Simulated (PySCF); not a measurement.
All of these have the formula C5H14AlN. The calculation used TDDFT wB97X-D/def2-SVPD, vertical, gas phase, core orbitals frozen in the response in PySCF 2.14.0, density-fitted response routines. Geometries: PBE0-D3(BJ)/def2-SVP; one conformer of each isolated species. Triplets are in the Tamm–Dancoff approximation.

A. `C[CH2][Al@@H-]([NH3+])[CH]1CC1`
B. `CC[CH2][AlH][N](C)C`
C. `C[CH]([Al@@H-]([NH3+])[CH]=C)C`
D. `C1C([N@@H+](C)[AlH3-])CC1`

Lowest singlet levels (six at most, fewer where fewer were computed) with oscillator strengths:

1. 208 nm (f 0.001); 195 nm (f 0.014); 185 nm (f 0.049); 175 nm (f 0.023); 170 nm (f 0.010); 169 nm (f 0.017); T1 5.91 eV
2. 233 nm (f 0.138); 214 nm (f 0.006); 211 nm (f 0.002); 183 nm (f 0.033); 176 nm (f 0.004); 173 nm (f 0.079); T1 4.54 eV
3. 184 nm (f 0.010); 180 nm (f 0.023); 168 nm (f 0.056); 166 nm (f 0.119); 162 nm (f 0.019); 156 nm (f 0.041); T1 6.46 eV
4. 224 nm (f 0.002); 211 nm (f 0.024); 193 nm (f 0.018); 185 nm (f 0.136); 181 nm (f 0.077); 178 nm (f 0.046); T1 4.32 eV

Question: Match each spectrum to its molecule.

Answer: 1 = A, 2 = B, 3 = D, 4 = C.
- A: S1 at 5.97 eV, HOMO→LUMO (90%); Löwdin shares by element: HOMO carbon 53% or more, aluminium 16% (atoms not listed hold the other 31%); LUMO aluminium 31%, hydrogen 24% or more, nitrogen 12% (atoms not listed hold the other 33%); HOMO -8.36 and LUMO 1.23 eV.
- B: S1 at 5.33 eV, HOMO→LUMO (97%); Löwdin shares by element: HOMO nitrogen 56%, carbon 20% or more, aluminium 7% (atoms not listed hold the other 16%); LUMO aluminium 54%, hydrogen 12% or more, nitrogen 9%, carbon 8% or more (atoms not listed hold the other 17%); HOMO -8.13 and LUMO 1.21 eV.
- C: S1 at 5.55 eV, HOMO→LUMO (58%), HOMO→LUMO+1 (16%); Löwdin shares by element: HOMO carbon 54% or more, aluminium 17% (atoms not listed hold the other 29%); LUMO aluminium 28%, hydrogen 24% or more, nitrogen 12% (atoms not listed hold the other 36%); HOMO -8.25 and LUMO 1.13 eV.
- D: S1 at 6.74 eV, HOMO→LUMO+1 (41%), HOMO→LUMO (34%), HOMO→LUMO+4 (10%); Löwdin shares by element: HOMO hydrogen 55% or more, aluminium 37%; LUMO aluminium 27%, carbon 16% or more, hydrogen 11% or more (atoms not listed hold the other 46%); HOMO -9.18 and LUMO 1.73 eV.

Without π bonds the low states are Rydberg-like; a valence basis with one diffuse set may place them up to an eV too high.
